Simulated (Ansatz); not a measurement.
Hf3O6 (the lowest singlet isomer of a short search). The state is a singlet with charge 0. Geometry PBE-D4/def2-SVP, basis def2-TZVP, Ansatz.

```xyz
9

Hf   -2.016    0.670   -0.260
Hf    0.634   -0.686    1.856
Hf    1.152   -0.376   -1.753
O     0.441   -2.336    2.525
O     1.553   -0.876    0.115
O    -0.780    0.068   -1.688
O    -1.174   -0.044    1.377
O    -1.879    2.449   -0.118
O     2.068    1.131   -2.053
```

| run | HOMO (eV) | LUMO (eV) |
| --- | --- | --- |
| A | -6.14 | -3.68 |
| B | -7.23 | -2.79 |
| C | -9.91 | -0.91 |
| D | -6.07 | -3.05 |
| E | -5.85 | -3.46 |

In the def2 sets Hf takes a core potential; there is no spin–orbit coupling. LC-ωPBE has ω = 0.4 bohr⁻¹. The structure comes from a short search, and lower isomers may exist.

Problem. The runs used LC-ωPBE, LDA (SPW92), PBE, PBE0, r2SCAN. Estimate which is which.

Solution. A LDA (SPW92) (0 % exact exchange); B PBE0 (25 % exact exchange); C LC-ωPBE (range-separated); D r2SCAN (0 % exact exchange); E PBE (0 % exact exchange). Exact exchange lowers occupied and raises empty levels; among semilocal functionals meta-GGAs tend to open the gap a little, and such runs are hard to tell apart. The gap grows from 2.39 eV (PBE) to 9.00 eV (LC-ωPBE).
